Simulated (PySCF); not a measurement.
Two species compared at the same levels of theory.

First species: C6H11F.
InChI=1S/C6H11F/c1-3-5-6(7)4-2/h4,6H,2-3,5H2,1H3/t6-/m1/s1

Second species: C₅H₁₂N₂.
InChI=1S/C5H12N2/c1-5(2,3)4-7-6/h4H,6H2,1-3H3/b7-4+

Levels: B3LYP/def2-SVPD for dipole moment, HOMO energy, LUMO energy, HOMO–LUMO gap, static isotropic polarisability and electronic spatial extent ⟨r²⟩ about the centre of nuclear charge; TDDFT B3LYP/def2-SVPD for lowest singlet excitation; TDA B3LYP/def2-SVPD for lowest triplet excitation (Tamm–Dancoff); GFN2-xTB for rotational constant A and rotational constant C. Geometries: GFN2-xTB. Each species is one conformer at its optimised geometry, gas phase, non-relativistic unless stated; the electronic structure was computed with PySCF and density fitting.

The conformers computed, where there is a choice (atom-mapped SMILES and torsion angles):
- `[CH2:1]=[CH:2][C@@H:3]([F:4])[CH2:5][CH2:6][CH3:7]`: C1–C2–C3–F4 -4°, C2–C3–C5–C6 176°, C3–C5–C6–C7 180°
- `[CH3:1][C:2]([CH3:3])([CH3:4])/[CH:5]=[N:6]/[NH2:7]`: C1–C2–C5–N6 124°, H–N7–N6–C5 18°, H–N7–N6–C5 154°

Values for the first species:

- Dipole moment: 1.72 D
- HOMO energy: -7.43 eV
- LUMO energy: -0.06 eV
- HOMO–LUMO gap: 7.37 eV
- Lowest singlet excitation: 7.03 eV
- Lowest triplet excitation (Tamm–Dancoff): 4.57 eV
- Static isotropic polarisability: 76.0 au
- Electronic spatial extent ⟨r²⟩ about the centre of nuclear charge: 1100 bohr²
- Rotational constant A: 6.426 GHz
- Rotational constant C: 1.113 GHz

(1) Estimate the same properties for the second species, and the change in each.

Answers

(1) 
```json
{"property": "dipole moment", "first": "1.72 D", "second": "1.68 D", "second less first": "-0.04 D"}
{"property": "HOMO energy", "first": "-7.43 eV", "second": "-6.25 eV", "second less first": "+1.18 eV"}
{"property": "LUMO energy", "first": "-0.06 eV", "second": "0.07 eV", "second less first": "+0.13 eV"}
{"property": "HOMO–LUMO gap", "first": "7.37 eV", "second": "6.32 eV", "second less first": "-1.05 eV"}
{"property": "lowest singlet excitation", "first": "7.03 eV", "second": "5.69 eV", "second less first": "-1.34 eV"}
{"property": "lowest triplet excitation (Tamm–Dancoff)", "first": "4.57 eV", "second": "3.99 eV", "second less first": "-0.58 eV"}
{"property": "static isotropic polarisability", "first": "76.0 au", "second": "82.9 au", "second less first": "+6.9 au"}
{"property": "electronic spatial extent ⟨r²⟩ about the centre of nuclear charge", "first": "1100 bohr²", "second": "936 bohr²", "second less first": "-164 bohr²"}
{"property": "rotational constant A", "first": "6.426 GHz", "second": "4.385 GHz", "second less first": "-2.041 GHz"}
{"property": "rotational constant C", "first": "1.113 GHz", "second": "1.530 GHz", "second less first": "+0.417 GHz"}
```

On the first: S1 lies 0.34 eV below the HOMO–LUMO gap; its leading configuration is HOMO→LUMO+1, weight 0.69. No computed singlet falls in the visible range (750 to 380 nm, 1.65 to 3.26 eV); S1 lies 3.77 eV above its blue end.

On the second: The 8 singlets span 5.69 to 7.37 eV, and their oscillator strengths add up to 0.36. S1 lies 0.63 eV below the HOMO–LUMO gap; its leading configuration is HOMO→LUMO, weight 0.49, beside HOMO→LUMO+1, weight 0.30.
